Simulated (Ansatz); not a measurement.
Start from `[F][SnH2][SH]` and change one atom or group to get `[F][SnH2][Br]`.

Ansatz, PBE0-D4/def2-TZVP geometries, multiplicity 1. Each molecule was computed in one conformer, which needn't be the lowest.

Elements past krypton have def2 core potentials. Scalar relativity is left out up to krypton.

```tsv
property	`[F][SnH2][SH]`
LUMO energy (B3LYP/def2-TZVPP) / eV	-1.23
LUMO energy (PBE/def2-TZVPP) / eV	-1.84
HOMO energy (PBE/def2-TZVPP) / eV	-6.63
HOMO–LUMO gap (PBE0/def2-TZVPP) / eV	6.98
HOMO–LUMO gap (ωB97M-V/def2-TZVPP) / eV	11.01
size of the dipole moment (ωB97M-V/def2-TZVPP) / D	2.55
```

Problem. Give the same properties after the change, and the shifts. (Estimate.)

Solution. The calculation gave: 
| property | `[F][SnH2][Br]` | shift |
| --- | --- | --- |
| LUMO energy (B3LYP/def2-TZVPP) / eV | -1.71 | -0.48 |
| LUMO energy (PBE/def2-TZVPP) / eV | -2.30 | -0.46 |
| HOMO energy (PBE/def2-TZVPP) / eV | -7.32 | -0.69 |
| HOMO–LUMO gap (PBE0/def2-TZVPP) / eV | 7.23 | 0.25 |
| HOMO–LUMO gap (ωB97M-V/def2-TZVPP) / eV | 11.32 | 0.31 |
| size of the dipole moment (ωB97M-V/def2-TZVPP) / D | 2.87 | 0.32 |

With PBE0 the HOMO falls by 0.72 eV and the LUMO falls by 0.47 eV, so the gap widens by about 0.25 eV. PBE moves the HOMO by -0.69 eV and ωB97M-V by -0.73 eV. The zero-point energy changes by -22.0 kJ/mol with -3 modes. Dipoles are sizes alone; their direction can turn.

B3LYP here is the variant with VWN-RPA as its local correlation; programs differ in this.

Spin–orbit coupling is left out; it splits and shifts lone-pair levels of the heavy atoms by tenths of an eV.
